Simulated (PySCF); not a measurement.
**How methods differ on the ionisation energy of Ir²⁺**

Ir²⁺ [Xe] 4f14 5d7 (4F) → Ir³⁺ [Xe] 4f14 5d6 (5D), as a difference of total energies. All numbers are calculated (PySCF 2.14, scalar relativity through the core potential, in aug-cc-pVTZ-PP with one added diffuse shell each of s, p, d, f, g type with ECP60MDF (7s7p6d4f3g, 113 functions)). Correlated levels: valence: 5s2 5p6 frozen. The calculations carry no spin-orbit coupling.

```csv
method,ionisation energy (eV)
UHF,27.433
LDA,29.492
PBE,29.276
PBE0,29.116
r2SCAN,28.965
B2PLYP,29.063
M06-2X,29.474
LC-wPBE,29.007
MP2 (valence),28.759
SCS-MP2 (valence),28.921
```

Problem. How much does correlation contribute at MP2 (valence)?

Solution. 28.759 − (27.433) = 1.326 eV, measured against UHF.

The reference lies between the lowest fine-structure levels, while these numbers refer to the centres of the terms.

Errors of the correlated levels include the incompleteness of this basis and the frozen core.

For comparison: 28 ± 1.6 eV (theoretical estimate listed by NIST; NIST Atomic Spectra Database, ionization energies).
